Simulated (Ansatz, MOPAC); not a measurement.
Molecule: C2HO, charge 0, multiplicity 2. SMILES: C1O[C]=1

Atoms: C1, C2, O3, H4. Bonds: C1-C2, C1-O3, C2-O3, C2-H4.

Bond lengths (Å) and angles (degrees) optimised at AM1 with MOPAC; PM3 with MOPAC; PM6 with MOPAC; PM7 with MOPAC; PBE/6-31G* with Ansatz (an electronic-structure program); MP2/6-31G* with Ansatz, each started from the B3LYP-D3(BJ)/def2-TZVP structure (Ansatz) of the last column. A row stands for all coordinates that are equal there; 7 of 9 kinds are shown. 6-31G* holds six Cartesian d functions. No wavenumbers were computed at PBE/6-31G*, MP2/6-31G*, so these may be saddle points.

```csv
coordinate,AM1,PM3,PM6,PM7,PBE/6-31G*,MP2/6-31G*,B3LYP-D3(BJ)/def2-TZVP
C1-C2,1.426,1.416,1.416,1.409,1.372,1.362,1.347
C1-O3,1.384,1.359,1.402,1.380,1.681,1.568,1.679
C2-O3,1.399,1.385,1.409,1.375,1.326,1.348,1.307
C2-H4,1.068,1.075,1.041,1.036,1.093,1.079,1.080
C2-C1-O3,59.7,59.8,60.0,59.1,50.3,54.2,49.7
C1-C2-O3,58.6,58.0,59.5,59.4,77.0,70.7,78.5
C1-O3-C2,61.7,62.1,60.5,61.5,52.7,55.1,51.8
```

Mean signed difference of all 4 bond lengths from B3LYP-D3(BJ)/def2-TZVP: AM1 -0.034 Å, PM3 -0.045 Å, PM6 -0.036 Å, PM7 -0.054 Å, PBE/6-31G* 0.015 Å, MP2/6-31G* -0.014 Å.
